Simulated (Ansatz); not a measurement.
Reaction (ligand exchange at the Si–C bond): `CO[SiH](C)Cl` + HI → `CO[SiH](Cl)I` + CH₄

Gas-phase electronic energies from Ansatz, PBE0-D4/def2-TZVP geometries. CCSD(T)/CBS adds triple-zeta CCSD(T) − MP2 to the extrapolated MP2 energy (def2 sets, frozen cores). This one scheme is used for every species. Functionals use def2-TZVPP. B3LYP here is the variant with VWN-RPA as its local correlation; programs differ in this. def2 core potentials past Kr. For I outer-core shells are correlated without core-valence functions, which leaves a few kJ/mol of doubt a bond. One conformer a species, not always the lowest.

(1) Is it downhill or uphill in electronic energy at CCSD(T)/CBS, and by how much? (An estimate is asked.)

(2) What do these levels give: LDA (SPW92), BLYP-D4, r2SCAN-D4, B3LYP-D4, BHLYP-D4, ωB97M-V, PBE-QIDH, B3LYP, r2SCAN0, MP2/def2-SVP, HF/def2-TZVPP, CCSD/CBS(def2)? (Best estimate.)

Largest T1 diagnostic among the species: 0.010.

Answers

(1) The calculation gave: Downhill: ΔE = -19.5 kcal/mol.

(2) Ansatz gave: LDA (SPW92) -17.2, BLYP-D4 -18.6, r2SCAN-D4 -19.1, B3LYP-D4 -18.7, BHLYP-D4 -19.4, ωB97M-V -18.0, PBE-QIDH -19.3, B3LYP -18.1, r2SCAN0 -19.1, MP2/def2-SVP -18.0, HF/def2-TZVPP -18.3, CCSD/CBS(def2) -19.2 kcal/mol.

Leaving LDA and LC-ωPBE aside and taking each functional with its dispersion term where it has one, the values, not all of them listed here, spread over 2.0 kcal/mol, from BHLYP-D4 to CAM-B3LYP-D4. LDA lies +1.6 kcal/mol from PBE without D4. At CCSD(T), def2-SVP lies +3.1 kcal/mol from the extrapolated value and def2-TZVPP +2.1 kcal/mol.
